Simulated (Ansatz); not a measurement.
Steps of a relaxation of H8O2Si3 (`O[SiH2]O[SiH2][SiH3]`) with RKS PBE0-D4/def2-TZVP.

```sh
$ ansatz run in.yaml --threads 4 --pin off --events-out ev --progress --plain --max-ram 10444MiB
```

```yaml
crystal:
  periodic: [false, false, false]
  atoms:
    - {symbol: O, position_ang: [-0.962788, 1.907580, 1.642867]}
    - {symbol: Si, position_ang: [-1.352113, 0.304961, 1.353283]}
    - {symbol: O, position_ang: [-1.319244, -0.066666, -0.279261]}
    - {symbol: Si, position_ang: [-0.149023, -0.204932, -1.485950]}
    - {symbol: Si, position_ang: [1.926506, -0.872006, -0.582208]}
    - {symbol: H, position_ang: [-1.613321, 2.559910, 1.328279]}
    - {symbol: H, position_ang: [-0.298207, -0.472135, 2.081440]}
    - {symbol: H, position_ang: [-2.742230, -0.028621, 1.810712]}
    - {symbol: H, position_ang: [0.007108, 1.113546, -2.201400]}
    - {symbol: H, position_ang: [-0.635817, -1.222201, -2.481654]}
    - {symbol: H, position_ang: [2.933419, -1.011277, -1.695180]}
    - {symbol: H, position_ang: [1.798706, -2.195887, 0.123916]}
    - {symbol: H, position_ang: [2.427403, 0.152929, 0.400156]}
basis:
  gaussian: {orbitals: def2-TZVP}
hamiltonian: {xc: pbe0, dispersion: d4}
relax: {f_tol: 0.005, max_steps: 150}
```

Positions (Å) and forces (eV/Å) along the path, 12 of 17 steps:

```xyz
13
step=1 energy=-27848.9820 eV
O    -0.963    1.908    1.643   -0.768   -0.522   -0.420
Si   -1.352    0.305    1.353    0.224    0.396   -0.754
O    -1.319   -0.067   -0.279    0.681    0.201    0.388
Si   -0.149   -0.205   -1.486   -0.580    0.096    0.477
Si    1.927   -0.872   -0.582    0.148   -0.040    0.066
H    -1.613    2.560    1.328    0.485   -0.460    0.236
H    -0.298   -0.472    2.081   -0.236    0.175   -0.173
H    -2.742   -0.029    1.811    0.334    0.128   -0.109
H     0.007    1.114   -2.201   -0.072   -0.285    0.180
H    -0.636   -1.222   -2.482    0.067    0.222    0.228
H     2.933   -1.011   -1.695   -0.218    0.031    0.232
H     1.799   -2.196    0.124    0.031    0.274   -0.149
H     2.427    0.153    0.400   -0.095   -0.215   -0.203
13
step=3 energy=-27849.0762 eV
O    -0.961    1.873    1.609   -0.065   -0.057   -0.043
Si   -1.337    0.303    1.320   -0.005    0.019    0.032
O    -1.302   -0.058   -0.273    0.101    0.002   -0.031
Si   -0.155   -0.199   -1.451   -0.045   -0.028    0.014
Si    1.916   -0.865   -0.571   -0.014    0.011    0.012
H    -1.599    2.523    1.311    0.025    0.078    0.026
H    -0.300   -0.470    2.037    0.012   -0.022    0.009
H    -2.709   -0.011    1.778   -0.023   -0.006    0.016
H    -0.005    1.105   -2.152   -0.008    0.003   -0.019
H    -0.639   -1.207   -2.429   -0.008    0.010   -0.022
H     2.897   -0.998   -1.683    0.003    0.001   -0.012
H     1.795   -2.175    0.121    0.009   -0.013    0.006
H     2.420    0.144    0.397    0.019    0.004    0.012
13
step=4 energy=-27849.0760 eV rejected
O    -0.988    1.873    1.625    0.245   -0.270    0.113
Si   -1.336    0.299    1.326   -0.052    0.173   -0.006
O    -1.261   -0.055   -0.265   -0.041    0.002   -0.039
Si   -0.149   -0.203   -1.469    0.017   -0.015    0.120
Si    1.915   -0.864   -0.573    0.024   -0.005   -0.084
H    -1.582    2.555    1.325   -0.212    0.161   -0.096
H    -0.308   -0.467    2.063    0.026   -0.005    0.018
H    -2.711   -0.030    1.760   -0.041   -0.028    0.013
H    -0.010    1.099   -2.178   -0.002    0.003   -0.026
H    -0.655   -1.214   -2.432    0.000   -0.006   -0.034
H     2.898   -0.998   -1.683    0.032   -0.009    0.006
H     1.790   -2.174    0.119    0.002   -0.011    0.007
H     2.419    0.144    0.397    0.001    0.011    0.008
13
step=5 energy=-27849.0790 eV
O    -0.972    1.872    1.615   -0.013   -0.006   -0.005
Si   -1.343    0.303    1.323    0.008    0.009    0.019
O    -1.288   -0.056   -0.269    0.015   -0.008   -0.007
Si   -0.152   -0.204   -1.455   -0.014    0.010   -0.012
Si    1.919   -0.865   -0.574    0.005   -0.007    0.000
H    -1.592    2.541    1.319    0.001    0.023    0.012
H    -0.307   -0.469    2.046   -0.006   -0.005    0.010
H    -2.716   -0.017    1.776   -0.012   -0.004   -0.005
H    -0.009    1.098   -2.162    0.004    0.002   -0.006
H    -0.646   -1.206   -2.434   -0.001   -0.011   -0.002
H     2.902   -0.999   -1.684    0.001    0.000   -0.005
H     1.799   -2.176    0.119    0.007   -0.005    0.001
H     2.425    0.143    0.396    0.003    0.002    0.000
13
step=6 energy=-27849.0802 eV
O    -0.997    1.881    1.635    0.001    0.002   -0.012
Si   -1.354    0.311    1.333    0.044   -0.039    0.066
O    -1.265   -0.051   -0.256   -0.002    0.007   -0.010
Si   -0.144   -0.205   -1.452   -0.002   -0.008   -0.022
Si    1.933   -0.872   -0.590    0.003   -0.004    0.023
H    -1.601    2.554    1.319   -0.002   -0.003    0.012
H    -0.334   -0.463    2.083   -0.032    0.038   -0.029
H    -2.733   -0.019    1.756   -0.031    0.006   -0.004
H    -0.003    1.094   -2.166    0.001    0.000   -0.002
H    -0.651   -1.210   -2.423    0.001    0.001    0.002
H     2.908   -1.003   -1.706    0.011    0.000   -0.016
H     1.817   -2.185    0.102    0.004    0.000   -0.003
H     2.444    0.134    0.380    0.004   -0.002   -0.004
13
step=7 energy=-27849.0809 eV
O    -1.019    1.885    1.653    0.007    0.029   -0.013
Si   -1.369    0.316    1.343    0.032   -0.013    0.009
O    -1.249   -0.046   -0.244    0.002    0.007    0.001
Si   -0.137   -0.209   -1.446   -0.005   -0.003    0.000
Si    1.948   -0.879   -0.603    0.001    0.000    0.006
H    -1.613    2.563    1.327   -0.002   -0.023    0.013
H    -0.357   -0.451    2.111   -0.048    0.016   -0.019
H    -2.760   -0.010    1.735    0.004   -0.009    0.006
H     0.006    1.087   -2.166   -0.002   -0.001    0.002
H    -0.654   -1.215   -2.411    0.005    0.003    0.007
H     2.911   -1.005   -1.731    0.005   -0.004   -0.009
H     1.842   -2.195    0.084    0.004    0.006    0.000
H     2.473    0.124    0.363   -0.004   -0.007   -0.002
13
step=8 energy=-27849.0812 eV
O    -1.029    1.891    1.660    0.009    0.014   -0.015
Si   -1.376    0.322    1.346   -0.012   -0.025   -0.001
O    -1.244   -0.041   -0.240    0.015    0.008    0.015
Si   -0.132   -0.210   -1.441   -0.017   -0.001    0.005
Si    1.957   -0.884   -0.610    0.004   -0.003    0.003
H    -1.624    2.567    1.333   -0.004   -0.011    0.010
H    -0.379   -0.448    2.125   -0.006    0.006   -0.009
H    -2.771   -0.005    1.728    0.009    0.006   -0.007
H     0.009    1.084   -2.165    0.007    0.000    0.004
H    -0.653   -1.217   -2.404    0.005   -0.002    0.006
H     2.908   -1.008   -1.749    0.001    0.004    0.003
H     1.863   -2.200    0.077   -0.009    0.001   -0.005
H     2.491    0.115    0.355   -0.001    0.004   -0.009
13
step=9 energy=-27849.0812 eV
O    -1.031    1.893    1.661    0.021   -0.008   -0.004
Si   -1.378    0.323    1.348   -0.034   -0.008   -0.012
O    -1.243   -0.039   -0.238    0.017    0.003    0.007
Si   -0.131   -0.211   -1.439    0.012    0.005    0.006
Si    1.961   -0.884   -0.613   -0.018    0.003   -0.008
H    -1.629    2.568    1.338   -0.015    0.001    0.002
H    -0.386   -0.449    2.127    0.016   -0.002    0.006
H    -2.774   -0.003    1.727    0.009    0.009   -0.009
H     0.015    1.082   -2.163   -0.009   -0.001   -0.004
H    -0.650   -1.222   -2.399   -0.006    0.004    0.000
H     2.911   -1.008   -1.754   -0.007   -0.002    0.008
H     1.858   -2.202    0.071    0.012    0.002    0.005
H     2.496    0.118    0.348    0.002   -0.007    0.004
13
step=10 energy=-27849.0814 eV
O    -1.025    1.898    1.637   -0.014    0.014   -0.005
Si   -1.378    0.325    1.347    0.001    0.007    0.017
O    -1.237   -0.063   -0.231   -0.006    0.006   -0.020
Si   -0.129   -0.214   -1.438    0.005    0.002   -0.006
Si    1.962   -0.889   -0.616    0.003    0.004   -0.002
H    -1.648    2.567    1.347    0.010   -0.012    0.003
H    -0.385   -0.436    2.139    0.001   -0.008    0.005
H    -2.776    0.013    1.728    0.006   -0.001   -0.004
H     0.009    1.088   -2.149   -0.004   -0.009    0.008
H    -0.648   -1.214   -2.408   -0.001    0.000    0.003
H     2.914   -1.003   -1.756    0.002    0.000    0.000
H     1.868   -2.212    0.059   -0.002   -0.002    0.002
H     2.494    0.105    0.355    0.000   -0.002   -0.002
13
step=12 energy=-27849.0816 eV
O    -1.031    1.898    1.652    0.004   -0.007    0.002
Si   -1.377    0.326    1.347   -0.002   -0.001   -0.011
O    -1.237   -0.044   -0.236    0.003    0.002    0.009
Si   -0.128   -0.212   -1.440    0.000   -0.005    0.006
Si    1.962   -0.888   -0.615   -0.002    0.001   -0.001
H    -1.649    2.567    1.354   -0.004    0.004    0.000
H    -0.383   -0.441    2.132    0.001    0.001   -0.001
H    -2.773    0.004    1.724    0.000    0.000    0.000
H     0.013    1.082   -2.162    0.000    0.002   -0.003
H    -0.650   -1.221   -2.400   -0.001    0.001   -0.002
H     2.913   -1.008   -1.755    0.000   -0.001    0.001
H     1.864   -2.208    0.066    0.000    0.002    0.000
H     2.496    0.109    0.351    0.001    0.000    0.001
13
step=16 energy=-27849.0816 eV
O    -1.034    1.897    1.666   -0.008    0.004   -0.004
Si   -1.374    0.328    1.342    0.003    0.002    0.001
O    -1.234   -0.023   -0.245    0.000    0.000   -0.002
Si   -0.127   -0.211   -1.447    0.001    0.003   -0.003
Si    1.960   -0.887   -0.613    0.001    0.000    0.002
H    -1.659    2.566    1.384    0.006   -0.005    0.003
H    -0.376   -0.445    2.116    0.000   -0.001    0.001
H    -2.769   -0.003    1.717   -0.001    0.000    0.000
H     0.021    1.075   -2.184   -0.002   -0.004    0.002
H    -0.653   -1.227   -2.396    0.000    0.002    0.000
H     2.911   -1.025   -1.750   -0.001    0.000    0.000
H     1.855   -2.197    0.084    0.000    0.000    0.000
H     2.498    0.119    0.341    0.000   -0.001   -0.001
13
step=17 energy=-27849.0816 eV
O    -1.034    1.897    1.666   -0.004    0.001   -0.002
Si   -1.374    0.328    1.342    0.002    0.002    0.000
O    -1.234   -0.023   -0.245    0.000    0.000    0.000
Si   -0.127   -0.211   -1.447   -0.001    0.002   -0.001
Si    1.960   -0.887   -0.613    0.001    0.000    0.001
H    -1.659    2.566    1.384    0.003   -0.002    0.002
H    -0.376   -0.445    2.116    0.000    0.000    0.000
H    -2.769   -0.003    1.717    0.000    0.000    0.000
H     0.020    1.075   -2.184    0.000   -0.002    0.001
H    -0.653   -1.227   -2.396    0.000    0.000    0.000
H     2.911   -1.026   -1.751    0.000    0.000    0.000
H     1.856   -2.197    0.084    0.000    0.000    0.000
H     2.499    0.119    0.341    0.000    0.000    0.000
```

It took 46 s on 4 threads of an INTEL XEON PLATINUM 8581C on a shared host, with 0.7 GiB of host memory at the peak.
